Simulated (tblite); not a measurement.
Isomers of C2H9NO2Si2. Calculated harmonic vibrations of the isolated species, GFN2-xTB (tblite), most abundant isotopes, no scaling. The method is semi-empirical: single wavenumbers can be off by several per cent or more. Modes of hydrogen on silicon can be 10 to 20 % off. One conformer each.

Electronic energies: GFN2-xTB at the same geometries; isomer energies are rough at this level and their order can be wrong.

```tsv
SMILES	electronic energy, lowest = 0 (kcal/mol)
[SiH3]N[SiH]1OCCO1	0.0
C[Si@@](N)([SiH3])OC=O	60.0
C=C[SiH2]O[Si@H](N)O	7.2
```

How do GFN2-xTB zero-point energies change the relative energies?

| SMILES | ZPE (kcal/mol) | of it from modes above 1550 cm⁻¹ | electronic (kcal/mol) | with ZPE, lowest = 0 (kcal/mol) | lowest mode (cm⁻¹) | rings |
| --- | --- | --- | --- | --- | --- | --- |
| [SiH3]N[SiH]1OCCO1 | 70.3 | 34.8 | 0.0 | 0.0 | 25 | 1 |
| C=C[SiH2]O[Si@H](N)O | 69.1 | 40.4 | 7.2 | 5.9 | 12i | 0 |
| C[Si@@](N)([SiH3])OC=O | 68.7 | 39.0 | 60.0 | 58.4 | 30 | 0 |

The zero-point energies span 1.6 kcal/mol, from `C[Si@@](N)([SiH3])OC=O` to `[SiH3]N[SiH]1OCCO1`. Slightly imaginary modes are left out of the zero-point energy: `C=C[SiH2]O[Si@H](N)O` 12.1i cm⁻¹. The order is unchanged.
